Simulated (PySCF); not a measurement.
Computed with B3LYP-D3(BJ)/def2-TZVP // B3LYP-D3(BJ)/def2-SVP in PySCF. All species are isolated molecules in the gas phase. One relaxed conformer stands for a flexible species; it need not be the lowest. B3LYP has the VWN-RPA correlation part, as in Gaussian. Delta-SCF ions had no search for a lower state. Excitations are Tamm–Dancoff values on a coarser integration grid. The basis has no diffuse functions, so Rydberg states are missing or too high.

Reference species (SMILES): `[C@@H](C)(C(F)(F)F)CC[SiH3]` (C–C–C–C torsion -64°, C–C–C–Si torsion -177°) (neutral, multiplicity 1).

The brightest of the four lowest singlets (TDA) is 7.94 eV and the vertical ionisation energy (Delta-SCF) comes out as 10.62 eV. The T1 excitation (TDA) is 7.45 eV.

After one change: the brightest of the four lowest singlets (TDA) rises by 0.61 eV; the vertical ionisation energy (Delta-SCF) falls by 0.24 eV; the T1 excitation (TDA) falls by 0.07 eV.

**Question.** Name the change that produced these shifts. The new species is one of these.
(A) `C[C@@H]([SiH3])[C@H](C)C(F)(F)F` (Si–C–C–C torsion 66°)
(B) `CC[C@@H]([SiH3])CC(F)(F)F` (C–C–C–Si torsion -63°, Si–C–C–C torsion -64°)
(C) `FC(F)(F)CCCC[SiH3]`
(D) `CC[C@@H](C[SiH3])C(F)(F)F` (C–C–C–C torsion 173°, C–C–C–Si torsion -63°)

**Answer.** A, `C[C@@H]([SiH3])[C@H](C)C(F)(F)F` (Si–C–C–C torsion 66°)
